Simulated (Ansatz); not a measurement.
Input for Ansatz (a program for electronic structure): R-PBE0/def2-TZVPPD on HCl (SMILES Cl). Files ending in .json are basis or fitting sets from the Basis Set Exchange.

Ansatz 0.2 input:
```yaml
crystal:
  periodic: [false, false, false]
  atoms:
    - {symbol: Cl, position_ang: [-0.56148929, -0.68711842, -0.50006534]}
    - {symbol: H, position_ang: [-0.12151837, -0.26959638, 0.63588191]}
basis:
  gaussian:
    orbitals: def2-TZVPPD.json
hamiltonian:
  xc: {name: PBE0}
scf: {lower_state_search: off}
```

The log:

```
WARN ansatz: RAYON_NUM_THREADS=2 ignored (pool sized by the plan → 2); use --threads N
Functional definition: PBE0
these checks for a lower state are left out or cut short: stability, starts, cluster_reference, orbital_swaps, neighbouring_geometries, increment
integrals: 0.01 GiB planned
393 factors; their error is unknown
mean field: 0.14 GiB planned
mean field evaluation 1: about -12535.1203 eV, gradient 9.5e0 eV
mean field evaluation 2: about -12535.1910 eV, gradient 9.0e0 eV
mean field evaluation 4: about -12535.3425 eV, gradient 3.0e-1 eV
mean field evaluation 8: about -12535.3781 eV, gradient 9.8e-4 eV
mean field -12535.37806540 eV, -460.6666471191 hartree, gradient 1.9e-6 eV, S^2 0.000000; 0 other end points of the search recorded, 0 dependent functions left out
reference -12535.37810083 eV, -460.6666484209 hartree; 9, 9 occupied and 59, 59 virtual orbitals, 393 factors
Total energy: -12535.37810083 eV, -460.6666484209 hartree
Checks for a lower state left out: stability, starts, cluster_reference, orbital_swaps, neighbouring_geometries, increment
```

The run converged.

Cost: very roughly 0.19 core-seconds.
